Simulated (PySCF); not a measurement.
**Mayer bond orders and bond lengths**

Species: C7H14O2.
Atom-mapped SMILES: `[CH3:1][O:2][C@H:3]1[CH2:4][CH2:5][C@H:6]([OH:7])[CH2:8][CH2:9]1` (hydrogens: H10, H11, H12 on C1; H13 on C3; H14, H15 on C4; H16, H17 on C5; H18 on C6; H19 on O7; H20, H21 on C8; H22, H23 on C9)

Structure used (GFN2-xTB), in Å, numbered top down from 1:
```
atom  x, y, z in Å
C1    -2.727    0.920   -0.354
O2    -1.596    0.677    0.436
C3    -0.938   -0.552    0.175
C4    -0.124   -0.532   -1.125
C5     0.973    0.525   -1.048
C6     1.911    0.243    0.131
O7     2.590   -0.991   -0.013
C8     1.110    0.199    1.432
C9    -0.005   -0.838    1.353
H10   -3.193    1.821    0.043
H11   -3.440    0.087   -0.293
H12   -2.473    1.085   -1.407
H13   -1.698   -1.352    0.108
H14   -0.774   -0.335   -1.981
H15    0.322   -1.519   -1.259
H16    1.542    0.545   -1.982
H17    0.520    1.506   -0.901
H18    2.655    1.057    0.197
H19    3.033   -1.000   -0.867
H20    1.783   -0.048    2.253
H21    0.676    1.182    1.610
H22    0.432   -1.828    1.223
H23   -0.583   -0.825    2.278
```

Bond orders from the PBE0/pcSseg-1 density (PySCF). Geometry: GFN2-xTB, one conformer, isolated molecule.

Task: Where do the orders between heavy atoms depart from those drawn in the SMILES?

Result: The largest departure is 0.121, at O2–C3 (drawn single, 0.879). Drawn single, order below 0.88: O2–C3 (0.879).

Task: Set the Mayer orders of the bonds between heavy atoms beside their lengths.

Result: 
```json
{"bond": "C1–O2", "drawn as": "single", "length (Å)": "1.401", "Mayer order": "0.943"}
{"bond": "O2–C3", "drawn as": "single", "length (Å)": "1.418", "Mayer order": "0.879"}
{"bond": "C3–C4", "drawn as": "single", "length (Å)": "1.535", "Mayer order": "1.014"}
{"bond": "C4–C5", "drawn as": "single", "length (Å)": "1.526", "Mayer order": "1.001"}
{"bond": "C5–C6", "drawn as": "single", "length (Å)": "1.532", "Mayer order": "1.019"}
{"bond": "C6–O7", "drawn as": "single", "length (Å)": "1.415", "Mayer order": "0.928"}
{"bond": "C6–C8", "drawn as": "single", "length (Å)": "1.528", "Mayer order": "1.021"}
{"bond": "C8–C9", "drawn as": "single", "length (Å)": "1.525", "Mayer order": "1.024"}
{"bond": "C9–C3", "drawn as": "single", "length (Å)": "1.530", "Mayer order": "1.038"}
```

Bonds between the same two heavy elements. C–O: lowest O2–C3 (0.879, 1.418 Å), highest C1–O2 (0.943, 1.401 Å). C–C: lowest C4–C5 (1.001, 1.526 Å), highest C9–C3 (1.038, 1.530 Å); in 1 of the 15 pairs the longer bond (by over 0.003 Å) has the higher order (by 0.02 or more).

Task: And the bonds to hydrogen?

Result: C–H: 0.94 to 0.98 (13 bonds); H–O: 0.95 (1 bond).

Task: Sum the orders of all bonds at each heavy atom with more than one neighbour and set the sums beside the valence in the SMILES.

Result: C1 3.832 (drawn 4), O2 1.822 (drawn 2), C3 3.876 (drawn 4), C4 3.905 (drawn 4), C5 3.912 (drawn 4), C6 3.921 (drawn 4), O7 1.879 (drawn 2), C8 3.935 (drawn 4), C9 3.950 (drawn 4). Orders between atoms that aren't bonded are not in these sums.

For a closed shell the Mayer order of atoms A and B is Σ (PS)μν (PS)νμ over the basis functions μ on A and ν on B, with P the density and S the overlap matrix.
